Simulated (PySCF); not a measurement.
# N⁺ (nitrogen, charge +1) across methods

[He] 2s1 2p3, high-spin 5S determinant (an excited configuration). All numbers are calculated (PySCF 2.14, the spin-free X2C one-electron Hamiltonian (Gaussian nucleus), in aug-cc-pVTZ-DK (5s4p3d2f, 46 functions)).

| method | E (hartree) | mean ε 1s β (eV) | mean ε 2s α (eV) | mean ε 2p α (eV) | Σ⟨r²⟩ (bohr²) | ⟨S²⟩ |
| --- | --- | --- | --- | --- | --- | --- |
| UHF | -53.77131 | -439.10 | -47.874 | -31.487 | 7.610 | 6.000 |
| M06 | -53.8506 | -409.12 | -37.534 | -24.751 | 7.689 | 6.000 |
| PBE | -53.8056 | -398.30 | -34.705 | -22.789 | 7.805 | 6.000 |
| PBEsol | -53.6043 | -396.59 | -34.504 | -22.696 | 7.811 | 6.000 |
| PBE0 | -53.8235 | -408.68 | -38.097 | -25.067 | 7.732 | 6.000 |
| LDA | -53.3998 | -394.91 | -34.332 | -22.786 | 7.849 | 6.000 |
| M06-2X | -53.8394 | -418.81 | -40.315 | -26.816 | 7.764 | 6.000 |
| r2SCAN | -53.8781 | -402.77 | -36.361 | -23.518 | 7.682 | 6.000 |

Q: Estimate the same row for wB97X.

A: E (hartree) = -53.8788; mean ε 1s β (eV) = -409.81; mean ε 2s α (eV) = -40.562; mean ε 2p α (eV) = -27.452; Σ⟨r²⟩ (bohr²) = 7.721; ⟨S²⟩ = 6.000.
